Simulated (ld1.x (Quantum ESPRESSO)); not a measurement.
## manganese (Mn), TM: configuration errors across variants

manganese (Mn), norm-conserving Troullier–Martins (Kleinman–Bylander form), made with ld1.x (Quantum ESPRESSO) 7.5 (PBE, scalar-relativistic). Core [Ar], reference 3d5 4s2 4p0. Waves: 4s (bound): rc 2.25 bohr; 4p (bound, empty): rc 2.55 bohr; 3d (bound): rc 1.15 bohr. Local part: all-electron potential smoothed inside 0.90 bohr (lloc = -2). Core correction: Bessel-smoothed model core inside 0.95 bohr.

All-electron excitation energies from the reference (eV): (1) 3d5 4s1 4p0 8.416; (2) 3d5 4s0 4p0 24.015; (3) 3d4 4s0 4p0 56.534; (4) 3d3 4s0 4p0 107.296; (5) 3d4 4s2 4p0 13.187; (6) 3d6 4s0 4p0 6.813.

Tests that are not counted but printed errors over 1 eV. “base”: 3d5 4s0 4p2 (solver errors, printed error -10.7 eV). “local potential all-electron potential smoothed inside 1.30 bohr (lloc = -2)”: 3d4 4s2 4p0 (solver errors, printed error -16.4 eV).

2 further variants failed, have other tests or too few solved ones, and are left out.

A true bound ghost makes a file unfit for plane-wave use even where its test errors are small: the radial tests pick states by their node count and pass the ghost by. Where a test does run into it, the solver fails or the error is huge.

Errors AE − PS in meV (a dash: test not solved or not reliable):

```tsv
change	(1)	(2)	(3)	(4)	(5)	(6)	bound ghosts
base	-8.5	-51	-192	-1373	-238	-251	s, p
local potential all-electron potential smoothed inside 1.06 bohr (lloc = -2)	-9.0	-51	-195	-1389	-264	-253	s
local potential all-electron potential smoothed inside 1.30 bohr (lloc = -2)	-14	-52	-206	-1441	–	-261	s
local potential all-electron potential smoothed inside 1.92 bohr (lloc = -2)	-7.7	-52	-281	-1740	–	-309	none
local potential all-electron potential smoothed inside 2.22 bohr (lloc = -2)	-8.1	-52	-346	-1957	-299	-345	none
local potential all-electron potential smoothed inside 2.40 bohr (lloc = -2)	-8.4	-53	-386	-2078	-333	-365	none
local potential all-electron potential smoothed inside 2.74 bohr (lloc = -2)	-9.3	-55	-454	-2271	–	–	none
```

(1) Give the same row for: local potential all-electron potential smoothed inside 1.56 bohr (lloc = -2).

Results:

(1) –, -52, -231, -1551, –, -278; bound ghosts: none.
